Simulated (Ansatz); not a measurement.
**Nudged elastic band run: F2GeH2**

Input file:

```yaml
crystal:
  periodic: [false, false, false]
  atoms:
    - { symbol: Ge, position_ang: [0.317485, 0.0, 0.224658] }
    - { symbol: H, position_ang: [0.201366, 0.0, 1.735996] }
    - { symbol: H, position_ang: [1.703729, 0.0, -0.388492] }
    - { symbol: F, position_ang: [-0.53464, 1.356533, -0.377931] }
    - { symbol: F, position_ang: [-0.53464, -1.356533, -0.377931] }
basis:
  gaussian: { orbitals: def2-SVP }
hamiltonian:
  xc: hf
neb:
  order_check: false
  images: 9
  f_tol: 0.05
  max_iterations: 60
  final_atoms:
    - { symbol: Ge, position_ang: [-1.47296673, 0.05241783, -1.20396145] }
    - { symbol: H, position_ang: [1.8976484, 0.46585037, 1.20622293] }
    - { symbol: H, position_ang: [2.60226139, 0.39642443, 1.44529847] }
    - { symbol: F, position_ang: [-0.46691797, 0.68033168, 0.05744368] }
    - { symbol: F, position_ang: [-1.40672509, -1.59502432, -0.68870363] }
  initial_path:
    images:
      - { positions_ang: [[0.317485, 0.0, 0.224658], [0.201366, 0.0, 1.735996], [1.703729, 0.0, -0.388492], [-0.53464, 1.356533, -0.377931], [-0.53464, -1.356533, -0.377931]] }
      - { positions_ang: [[0.25398663, 0.0, 0.17972834], [0.37636302, 0.0, 1.66474969], [1.69490649, 0.0, -0.19974561], [-0.58597807, 1.3594064, -0.41421621], [-0.58597807, -1.3594064, -0.41421621]] }
      - { positions_ang: [[0.19048826, 0.0, 0.13479868], [0.55136004, 0.0, 1.59350339], [1.68608399, 0.0, -0.01099921], [-0.63731614, 1.3622798, -0.45050143], [-0.63731614, -1.3622798, -0.45050143]] }
      - { positions_ang: [[0.12698989, 0.0, 0.08986901], [0.72635706, 0.0, 1.52225708], [1.67726148, 0.0, 0.17774718], [-0.68865421, 1.3651532, -0.48678664], [-0.68865421, -1.3651532, -0.48678664]] }
      - { positions_ang: [[0.06349151, 0.0, 0.04493935], [0.90135408, 0.0, 1.45101078], [1.66843897, 0.0, 0.36649358], [-0.73999229, 1.3680266, -0.52307185], [-0.73999229, -1.3680266, -0.52307185]] }
      - { positions_ang: [[-6.86e-06, 0.0, 9.69e-06], [1.0763511, 0.0, 1.37976447], [1.65961647, 0.0, 0.55523997], [-0.79133036, 1.3709, -0.55935707], [-0.79133036, -1.3709, -0.55935707]] }
      - { positions_ang: [[-0.29459883, 0.01048357, -0.24078454], [1.24061056, 0.09317007, 1.34505617], [1.84814545, 0.07928489, 0.73325167], [-0.72644788, 1.23278634, -0.43599692], [-0.9144093, -1.41572486, -0.58522638]] }
      - { positions_ang: [[-0.58919081, 0.02096713, -0.48157877], [1.40487002, 0.18634015, 1.31034786], [2.03667444, 0.15856977, 0.91126337], [-0.6615654, 1.09467267, -0.31263677], [-1.03748825, -1.46054973, -0.61109569]] }
      - { positions_ang: [[-0.88378278, 0.0314507, -0.722373], [1.56912948, 0.27951022, 1.27563955], [2.22520342, 0.23785466, 1.08927507], [-0.59668293, 0.95655901, -0.18927662], [-1.1605672, -1.50537459, -0.63696501]] }
      - { positions_ang: [[-1.17837475, 0.04193427, -0.96316723], [1.73338894, 0.3726803, 1.24093124], [2.41373241, 0.31713955, 1.26728677], [-0.53180045, 0.81844535, -0.06591647], [-1.28364614, -1.55019945, -0.66283432]] }
      - { positions_ang: [[-1.47296673, 0.05241783, -1.20396145], [1.8976484, 0.46585037, 1.20622293], [2.60226139, 0.39642443, 1.44529847], [-0.46691797, 0.68033168, 0.05744368], [-1.40672509, -1.59502432, -0.68870363]] }
```

Run as:

```bash
$ ansatz run input.yaml --threads 1 --pin off --max-ram 2048MiB --backend cpu --events-out ev --progress --plain --runs-dir out
```

Output, in part (warnings, iteration lines, the closing report on the highest movable image, with atoms numbered from 0):

```
NEB end point (image 0): max|allowed force component| = 1.835e-2 eV/Å (the criterion of neb.relax_end_points is 1.000e-2)
NEB end point (image 10): max|allowed force component| = 2.661e-3 eV/Å (the criterion of neb.relax_end_points is 1.000e-2)
NEB iter   1: max|band force component| = 1.456e2 eV/Å  barrier→ = 31.5687 eV  barrier← = 30.7141 eV  Δτ_max = 0.1907 Å  (470 SCF iters)
NEB iter   2: max|band force component| = 7.501e1 eV/Å  barrier→ = 17.0339 eV  barrier← = 16.1793 eV  Δτ_max = 0.2000 Å  (339 SCF iters)
NEB iter   3: max|band force component| = 3.847e1 eV/Å  barrier→ = 8.8802 eV  barrier← = 8.0256 eV  Δτ_max = 0.1941 Å  (333 SCF iters)
NEB iter   4: max|band force component| = 1.791e1 eV/Å  barrier→ = 4.6516 eV  barrier← = 3.7970 eV  Δτ_max = 0.1961 Å  (314 SCF iters)
NEB iter   5: max|band force component| = 1.030e1 eV/Å  barrier→ = 4.2555 eV  barrier← = 3.4009 eV  Δτ_max = 0.2000 Å  (315 SCF iters)
NEB iter   6: max|band force component| = 6.154e0 eV/Å  barrier→ = 4.3887 eV  barrier← = 3.5341 eV  Δτ_max = 0.2000 Å  (328 SCF iters)
NEB iter   7: max|band force component| = 7.277e0 eV/Å  barrier→ = 4.0599 eV  barrier← = 3.2053 eV  Δτ_max = 0.1002 Å  (328 SCF iters)
NEB iter   8: max|band force component| = 4.703e0 eV/Å  barrier→ = 3.8667 eV  barrier← = 3.0122 eV  Δτ_max = 0.1022 Å  (312 SCF iters)
NEB iter   9: max|band force component| = 4.699e0 eV/Å  barrier→ = 3.3977 eV  barrier← = 2.5431 eV  Δτ_max = 0.0501 Å  (300 SCF iters)
NEB iter  10: max|band force component| = 2.656e0 eV/Å  barrier→ = 3.5766 eV  barrier← = 2.7220 eV  Δτ_max = 0.1005 Å  (301 SCF iters)
NEB iter  11: max|band force component| = 1.885e0 eV/Å  barrier→ = 3.9478 eV  barrier← = 3.0932 eV  Δτ_max = 0.1932 Å  (302 SCF iters)
NEB iter  12: max|band force component| = 8.485e-1 eV/Å  barrier→ = 4.1995 eV  barrier← = 3.3449 eV  Δτ_max = 0.1894 Å  (306 SCF iters)
NEB iter  13: max|band force component| = 7.313e-1 eV/Å  barrier→ = 4.2167 eV  barrier← = 3.3621 eV  Δτ_max = 0.1972 Å  (313 SCF iters)
NEB iter  14: max|band force component| = 1.392e0 eV/Å  barrier→ = 4.1608 eV  barrier← = 3.3062 eV  Δτ_max = 0.0982 Å  (315 SCF iters)
NEB iter  15: max|band force component| = 9.809e-1 eV/Å  barrier→ = 4.2221 eV  barrier← = 3.3675 eV  Δτ_max = 0.1010 Å  (293 SCF iters)
NEB iter  16: max|band force component| = 4.669e-1 eV/Å  barrier→ = 4.2260 eV  barrier← = 3.3714 eV  CI = image 2  Δτ_max = 0.2000 Å  (311 SCF iters)
NEB iter  17: max|band force component| = 2.679e-1 eV/Å  barrier→ = 4.2310 eV  barrier← = 3.3764 eV  CI = image 2  Δτ_max = 0.1255 Å  (307 SCF iters)
NEB iter  18: max|band force component| = 1.407e-1 eV/Å  barrier→ = 4.2309 eV  barrier← = 3.3763 eV  CI = image 2  Δτ_max = 0.1135 Å  (301 SCF iters)
NEB iter  19: max|band force component| = 6.678e-2 eV/Å  barrier→ = 4.2308 eV  barrier← = 3.3763 eV  CI = image 2  Δτ_max = 0.1897 Å  (293 SCF iters)
NEB iter  20: max|band force component| = 4.370e-1 eV/Å  barrier→ = 4.2308 eV  barrier← = 3.3762 eV  CI = image 2  Δτ_max = 0.0991 Å  (289 SCF iters)
NEB iter  21: max|band force component| = 6.479e-1 eV/Å  barrier→ = 4.2308 eV  barrier← = 3.3762 eV  CI = image 2  Δτ_max = 0.1958 Å  (286 SCF iters)
NEB iter  22: max|band force component| = 1.240e0 eV/Å  barrier→ = 4.2308 eV  barrier← = 3.3762 eV  CI = image 2  Δτ_max = 0.1025 Å  (279 SCF iters)
NEB iter  23: max|band force component| = 1.447e0 eV/Å  barrier→ = 4.2308 eV  barrier← = 3.3762 eV  CI = image 2  Δτ_max = 0.0504 Å  (269 SCF iters)
NEB iter  24: max|band force component| = 9.098e-1 eV/Å  barrier→ = 4.2308 eV  barrier← = 3.3762 eV  CI = image 2  Δτ_max = 0.0980 Å  (274 SCF iters)
NEB iter  25: max|band force component| = 9.890e-1 eV/Å  barrier→ = 4.2308 eV  barrier← = 3.3762 eV  CI = image 2  Δτ_max = 0.1744 Å  (271 SCF iters)
NEB iter  26: max|band force component| = 1.203e0 eV/Å  barrier→ = 4.2308 eV  barrier← = 3.3762 eV  CI = image 2  Δτ_max = 0.1733 Å  (274 SCF iters)
NEB iter  27: max|band force component| = 4.743e0 eV/Å  barrier→ = 4.2308 eV  barrier← = 3.3762 eV  CI = image 2  Δτ_max = 0.0908 Å  (274 SCF iters)
NEB iter  28: max|band force component| = 4.380e0 eV/Å  barrier→ = 4.2308 eV  barrier← = 3.3762 eV  CI = image 2  Δτ_max = 0.1892 Å  (279 SCF iters)
NEB iter  29: max|band force component| = 1.953e1 eV/Å  barrier→ = 4.2308 eV  barrier← = 3.3762 eV  CI = image 2  Δτ_max = 0.0947 Å  (268 SCF iters)
NEB iter  30: max|band force component| = 1.031e1 eV/Å  barrier→ = 4.2308 eV  barrier← = 3.3762 eV  CI = image 2  Δτ_max = 0.1820 Å  (275 SCF iters)
NEB iter  31: max|band force component| = 4.868e0 eV/Å  barrier→ = 4.2308 eV  barrier← = 3.3762 eV  CI = image 2  Δτ_max = 0.1927 Å  (268 SCF iters)
NEB iter  32: max|band force component| = 2.316e0 eV/Å  barrier→ = 4.2308 eV  barrier← = 3.3762 eV  CI = image 2  Δτ_max = 0.2000 Å  (268 SCF iters)
NEB iter  33: max|band force component| = 5.579e0 eV/Å  barrier→ = 4.2308 eV  barrier← = 3.3762 eV  CI = image 2  Δτ_max = 0.0985 Å  (274 SCF iters)
NEB iter  34: max|band force component| = 4.320e-1 eV/Å  barrier→ = 4.2308 eV  barrier← = 3.3762 eV  CI = image 2  Δτ_max = 0.2000 Å  (267 SCF iters)
NEB iter  35: max|band force component| = 4.145e-1 eV/Å  barrier→ = 4.2308 eV  barrier← = 3.3762 eV  CI = image 2  Δτ_max = 0.2000 Å  (269 SCF iters)
NEB iter  36: max|band force component| = 2.293e0 eV/Å  barrier→ = 4.2308 eV  barrier← = 3.3762 eV  CI = image 2  Δτ_max = 0.1000 Å  (269 SCF iters)
NEB iter  37: max|band force component| = 7.568e-2 eV/Å  barrier→ = 4.2308 eV  barrier← = 3.3762 eV  CI = image 2  Δτ_max = 0.0875 Å  (276 SCF iters)
NEB iter  38: max|band force component| = 4.704e-2 eV/Å  barrier→ = 4.2308 eV  barrier← = 3.3762 eV  CI = image 2  Δτ_max = 0.0000 Å  (596 SCF iters)
Total energy: -61903.01177962 eV, -2274.8937235324 hartree
Atom 0 at     0.301557    -0.003906    -0.343897 Å, force     0.000006    -0.000000     0.000002 eV/Å
Atom 1 at     0.739471     0.005822     1.381830 Å, force    -0.000007     0.000000     0.000001 eV/Å
Atom 2 at     1.606773    -0.005309     0.437676 Å, force    -0.000001     0.000000     0.000004 eV/Å
Atom 3 at    -0.740174     1.350411    -0.339056 Å, force     0.000001    -0.000003    -0.000003 eV/Å
Atom 4 at    -0.754328    -1.347019    -0.320254 Å, force     0.000001     0.000003    -0.000003 eV/Å
Dipole moment:     0.605558    -0.003617    -0.063024 e Å
```

The forces met the threshold. The profile has 3 maxima (images 2, 7, 9) with wells between them (images 5, 8): this band takes more than one step, which may be the mechanism or a detour left from its start path. Neighbouring images differ by up to 3.3 eV, so the band resolves the path poorly. A vibrational analysis at the climbing image gives one clearly imaginary mode, 1923i cm⁻¹: a first-order saddle point. The orbitals stay closed-shell, which can raise the energy where a bond breaks towards radicals; this wasn't checked here.

Final band (atoms are numbered from 1 in the order of the input):

```csv
image,path coordinate (Å),energy (kcal/mol),Ge1–H2 (Å),Ge1–H3 (Å),H2–H3 (Å)
0,0.00,0.0,1.52,1.52,2.60
1,0.64,26.3,1.51,1.49,1.94
2,1.29,97.6,1.78,1.52,1.28
3,2.44,20.9,2.85,2.84,0.75
4,3.60,19.9,3.60,4.05,0.75
5,4.76,19.7,4.01,4.72,0.75
6,5.91,20.3,4.86,5.50,0.75
7,7.07,20.4,4.87,4.57,0.74
8,8.23,19.8,4.52,3.88,0.75
9,9.39,19.9,3.72,4.29,0.75
10,10.54,19.7,4.16,4.87,0.75
```

The run took 5 min on 1 thread of Arm Neoverse V2 (shared host), peak memory 0.14 GiB.
